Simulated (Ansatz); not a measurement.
Calculated with Ansatz (gas phase, PBE0-D4/def2-TZVP geometries, no zero-point term in ΔE). CCSD(T)/CBS adds triple-zeta CCSD(T) − MP2 to the extrapolated MP2 energy (def2 sets, frozen cores). Functionals use def2-TZVPP. B3LYP here is the variant with VWN-RPA as its local correlation; programs differ in this. HSE06 is defined as in plane-wave codes. Each species was taken in one conformer, which may not be the lowest.

`CB([SiH3])S` → `BS[SiH2]C`  (isomerisation)

`CB([SiH3])S`:

Z-matrix (Å, degrees):
```
C
B 1 1.563
H 1 1.096 2 110.0
H 1 1.096 2 109.9 3 -115.4
H 1 1.093 2 114.7 3 122.4
Si 2 2.023 1 121.4 3 57.2
S 2 1.776 1 123.6 3 -122.8
H 6 1.492 2 109.9 1 -59.0
H 6 1.488 2 113.3 1 179.9
H 6 1.492 2 109.9 1 58.7
H 7 1.349 2 99.9 1 0.1
```

`BS[SiH2]C`:

Z-matrix (Å, degrees):
```
Si
S 1 2.163
C 1 1.863 2 108.1
H 1 1.485 2 108.5 3 120.8
H 1 1.485 2 108.5 3 -120.8
B 2 1.773 1 100.0 3 179.6
H 3 1.092 1 110.8 2 -60.1
H 3 1.093 1 110.3 2 -180.0
H 3 1.092 1 110.9 2 60.2
H 6 1.195 2 121.3 1 0.0
H 6 1.193 2 117.1 1 -180.0
```

Task: Is it downhill or uphill in electronic energy at CCSD(T)/CBS, and by how much? (Best estimate.)

Result: Ansatz gave: Downhill: ΔE = -0.65 eV.

Task: What do these levels give: B97M-V, r2SCAN0-D4, HSE06-D4, CAM-B3LYP-D4, r2SCAN, PBE0, B3LYP, BHLYP, MP2/def2-SVP, CCSD(T)/def2-SVP, CCSD(T)/def2-TZVPP, HF/def2-QZVPP? (An estimate is asked.)

Result: Ansatz gave: B97M-V -0.54, r2SCAN0-D4 -0.63, HSE06-D4 -0.56, CAM-B3LYP-D4 -0.60, r2SCAN -0.60, PBE0 -0.56, B3LYP -0.60, BHLYP -0.66, MP2/def2-SVP -0.51, CCSD(T)/def2-SVP -0.42, CCSD(T)/def2-TZVPP -0.61, HF/def2-QZVPP -0.76 eV.

Largest T1 diagnostic among the species: 0.014.

Leaving LDA and LC-ωPBE aside and taking each functional with its dispersion term where it has one, the values, not all of them listed here, spread over 0.16 eV, from BHLYP-D4 to PBE-D4. LDA lies +0.08 eV from PBE without D4. In def2-TZVPP, CCSD(T) changes the Hartree–Fock value by +0.13 eV (the triples alone add +0.01 eV) and MP2 by +0.04 eV.
